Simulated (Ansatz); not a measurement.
Species: C$_{4}$H$_{10}$OSi (charge 0, singlet). SMILES: [SiH2](COC)C=C
Coordinates optimised at B3LYP-D3(BJ)/def2-TZVP (Ansatz, a first-principles code):
```xyz
16

C      2.8066    -1.1150    -0.2429
C      1.5920    -0.7561    -0.6547
Si     0.7990     0.8755    -0.2422
C     -0.8167     0.6104     0.7076
O     -1.6772    -0.1745    -0.1059
C     -2.9192    -0.4498     0.5060
H      3.2422    -2.0775    -0.4914
H      3.4229    -0.4585     0.3628
H      1.0247    -1.4610    -1.2580
H      1.7244     1.6629     0.6116
H      0.4964     1.6415    -1.4755
H     -0.6164     0.1029     1.6630
H     -1.2851     1.5758     0.9524
H     -3.5008    -1.0518    -0.1911
H     -3.4666     0.4753     0.7275
H     -2.7859    -1.0084     1.4413
```
Charge 0, spin multiplicity 1.

Parts of the frozen-core correlation energy in STO-3G (Ansatz, hartree). Frozen orbitals: 10; correlated occupied orbitals by spin: 18 and 18; virtual: 16 and 16. Spin-orbit coupling is left out. Non-relativistic. The restricted reference is unstable.

```tsv
term	value
reference (HF)	-514.85815
MP2 opposite-spin	-0.26046
MP2 same-spin	-0.03746
CCSD correlation	-0.38904
(T)	-0.00348
T1 diagnostic	0.005
largest doubles amplitude	0.179
```
